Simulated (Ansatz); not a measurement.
Total energies of C2H9NO3Si, SMILES `CN(C)[Si](O)(O)O`.

```xyz
16

C    -0.545   -0.925   -1.399
N    -0.078    0.093   -0.491
C    -0.169    1.433   -1.022
Si    0.362   -0.173    1.129
O     1.610    0.781    1.582
O     0.711   -1.776    1.204
O    -0.764    0.234    2.252
H    -1.604   -0.783   -1.662
H     0.027   -0.904   -2.336
H    -0.429   -1.913   -0.956
H     0.215    2.158   -0.303
H    -1.206    1.708   -1.261
H     0.417    1.531   -1.945
H     2.436    0.624    1.123
H     0.690   -2.162    2.081
H    -1.675    0.074    2.004
```

Charge 0, multiplicity 1. All single points use the PBE0-D4/def2-TZVP geometry. It is one conformer, not always the lowest. Basis def2-TZVPP, the Gaussian-basis code of Ansatz.

RPA on PBE orbitals: Hartree–Fock energy of these orbitals -649.23183 Eh, correlation -2.20486 Eh (frozen core).

| functional | energy without D4 (Eh) | D4 term (kJ/mol) |
| --- | --- | --- |
| r2SCAN | -651.68838 | -9.8 |
| B2PLYP | -651.52336 | – |

Q: Give the same for LDA (SPW92), PBE, revPBE, BLYP, B97M-V, PBE0, B3LYP, r2SCANh, r2SCAN0, HSE06 (plane-wave form), BHLYP, CAM-B3LYP, LC-ωPBE, ωB97X-V, ωB97M-V, PBE-QIDH. (Best estimate.)

A: The calculation gave: 
```tsv
functional	energy without D4 (Eh)	D4 term (kJ/mol)
LDA (SPW92)	-647.93060	–
PBE	-651.32743	-37.4
revPBE	-651.70566	-116.5
BLYP	-651.78935	-81.7
B97M-V	-651.75149	–
PBE0	-651.37644	-31.7
B3LYP	-651.92662	-59.5
r2SCANh	-651.66810	-10.3
r2SCAN0	-651.63922	-11.3
HSE06 (plane-wave form)	-651.35222	-29.4
BHLYP	-651.71283	-43.4
CAM-B3LYP	-651.77455	-32.0
LC-ωPBE	-651.60272	–
ωB97X-V	-651.74124	–
ωB97M-V	-651.75560	–
PBE-QIDH	-651.25406	–
```

B3LYP takes the VWN-RPA correlation (the form of Gaussian; ORCA's B3LYP/G). HSE06 is the plane-wave form, built on full-range PBE exchange. The double hybrids freeze the cores in their second-order part.

LC-ωPBE has ω = 0.4 bohr⁻¹.
